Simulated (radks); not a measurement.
The numbers below are computed, except where a source is named.
Excited configurations of Xe2+: one electron is placed in a higher orbital outside [Kr] 4d10 5s2 5p3. The ground configuration is [Kr] 4d10 5s2 5p4. Level of theory: scalar-relativistic Kohn-Sham, PBE, spin-polarised, spherical densities, finite nucleus; open shells are filled with parallel spins first (spin-orbit coupling, left out, can overturn this in heavy ions); Fermi nuclear charge, rms radius 4.7859 fm (a radial shooting solver on a logarithmic mesh with Libxc functionals). Excitation = E - E(ground); binding = E(ion) - E, where the ion is the core of charge +3; n* = 3/sqrt(2 binding) in atomic units, and the quantum defect is n - n*.

outer orbital	excitation (eV)	binding (eV)	quantum defect	eigenvalue (eV)
5d	13.069	17.334	2.342	-13.698
5f	23.097	7.306	0.906	-5.921
6s	14.214	16.189	3.250	-13.702
6p	17.492	12.911	2.920	-10.905
6f	25.430	4.973	1.038	-4.141
7s	21.499	8.904	3.292	-7.702
7d	24.785	5.618	2.331	-4.794
7f	26.831	3.572	1.145	-3.055

The Delta-SCF ionisation energy is 30.403 eV (NIST Atomic Spectra Database: 31.05 eV, semi-empirical). Self-interaction in the functional shifts the binding energies and quantum defects, so they are the method's values and not measured ones. Open shells are spherical and high-spin; term and fine-structure splittings are not resolved. Spin-orbit splitting is averaged out at the scalar-relativistic level.
